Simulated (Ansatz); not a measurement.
```xyz
23

C     0.3306    2.2848   -2.4735
C    -0.1239    1.4363   -1.3392
O     0.6542    0.5368   -0.8722
O    -1.2608    1.5576   -0.8302
Sn   -0.7734   -0.1203    0.5575
O    -0.2524   -2.1657    0.1730
C    -0.9919   -2.2695   -0.8598
C    -1.0366   -3.5636   -1.5984
O    -1.6521   -1.2708   -1.2253
O     0.7659   -0.3309    2.0369
C     0.7647    0.9010    2.3634
C     1.7002    1.3768    3.4220
O    -0.0213    1.6751    1.7722
H    -0.3253    3.1429   -2.5958
H     1.3609    2.6005   -2.3126
H     0.3068    1.6797   -3.3831
H    -2.2023   -0.2466    1.4583
H    -0.0603   -3.7354   -2.0570
H    -1.2137   -4.3797   -0.8973
H    -1.8049   -3.5430   -2.3669
H     2.7215    1.2975    3.0432
H     1.4874    2.4086    3.6896
H     1.6266    0.7281    4.2952
```

The species carries charge 0 and has multiplicity 1. Sn takes the def2 core potential. The bonds changed during the relaxation, so this is another structure than the one it started from.

**Question.** List the ωB97M-V/def2-TZVPP orbital energies in eV (Ansatz 0.2.0). (Estimate.)

**Answer.** Ansatz gave: Occupied: -526.62, -526.42, -526.36, -526.36, -526.18, -526.18, -285.45, -285.26, -285.26, -281.93, -281.82, -281.82, -143.74, -98.37, -98.35, -98.25, -34.10, -33.92, -33.77, -32.22, -32.10, -31.87, -31.81, -31.62, -30.63, -30.38, -30.26, -24.17, -23.96, -23.94, -19.25, -18.28, -18.13, -17.01, -16.80, -16.48, -16.44, -16.28, -16.28, -16.03, -16.00, -15.81, -14.95, -14.18, -14.07, -14.02, -13.78, -13.71, -13.51, -12.13, -11.98, -11.80, -11.54, -11.45, -11.29, -10.96, -10.92, -10.64. Lowest empty: 1.39, 1.95, 2.22, 2.40, 2.48, 2.56, 2.79, 3.36.
